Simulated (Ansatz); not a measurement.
## Worked example: the barrier

An elementary step of SiNH$_{6}$ClO, singlet (SiNH₅O ([NH2][SiH2][OH]) + HCl → SiH₃ClO ([OH][SiH2][Cl]) + NH₃ (still joined by a long Si–N bond); bonds formed: Si1–Cl7, N2–H6; bonds broken: H6–Cl7; bonds weakened to dative contacts: Si1–N2). “Start” is the structure reached by relaxing down from the saddle towards the reactants; PBE0-D4/def2-TZVP structures. The saddle:

Si1  (-0.474, 0.267, -0.529)
N2  (0.512, -0.516, 0.813)
H3  (0.442, 1.083, -1.338)
H4  (-1.658, 0.840, 0.115)
O5  (-1.009, -1.003, -1.435)
H6  (0.771, 0.452, 1.338)
Cl7  (0.682, 2.191, 1.406)
H8  (1.345, -1.003, 0.499)
H9  (-0.028, -1.138, 1.407)
H10  (-0.583, -1.175, -2.275)
(Å)

Ansatz 0.2.0; basis: def2-TZVPP and def2-QZVPP; cores frozen in the correlated methods.

Energies in eV:

| quantity | saddle | start |
| --- | --- | --- |
| Hartree–Fock, triple zeta (X = 3) | -23983.97819 | -23984.43191 |
| Hartree–Fock, quadruple zeta (X = 4) | -23984.77875 | -23985.22352 |
| MP2 correlation, X = 3 | -21.83045 | -21.72792 |
| MP2 correlation, X = 4 | -23.67220 | -23.52377 |
| CCSD(T) correlation, X = 3 | -23.79908 | -23.73335 |

Q: Work out the barrier at the basis limit: extrapolate Hartree–Fock as E(X) = E∞ + A exp(−7.88 √X) and the MP2 correlation as E(X) = E∞ + B X^−2.97 (the exponents that Neese and Valeev fitted for def2-TZVPP and QZVPP), then add CCSD(T) − MP2 in triple zeta.

A: Each step is linear, so take the differences first (saddle − start): Hartree–Fock 0.45372 (X = 3) and 0.44477 (X = 4); MP2 correlation -0.10253 and -0.14843; CCSD(T) correlation -0.06573.
Two points give E∞ = E(4) + w [E(4) − E(3)], with w = 1/(exp(7.88 (2 − √3)) − 1) = 0.1377 for Hartree–Fock and w = 1/((4/3)^2.97 − 1) = 0.7407 for the correlation.
Hartree–Fock: 0.44477 + 0.1377 × (-0.00895) = 0.4435 eV.
MP2 correlation: -0.14843 + 0.7407 × (-0.04590) = -0.1824 eV.
CCSD(T) − MP2: -0.06573 − (-0.10253) = 0.0368 eV.
Sum: 0.4435 + (-0.1824) + 0.0368 = 0.2979 eV, or 6.87 kcal/mol. Plain CCSD(T) in triple zeta gives 0.3880 eV, so the larger basis shifts the result by -0.0901 eV.

The T1 diagnostic stays at or below 0.011.

Hydrogen chloride, the by-product of chloride precursors, can attack films and sites by steps of this kind.

Labels in which every atom is bracketed show which atoms are joined, not bond orders.

For scale, one of the runs: CCSD(T)/def2-TZVPP, 230 basis functions, launched by `ansatz run in.yaml --threads 4 --pin off --events-out ev --progress --plain --max-ram 9574MiB`. Hardware: 4 CPU threads of an Arm Neoverse V2, shared host. Wall time 64 s; peak host memory 3.8 GiB.
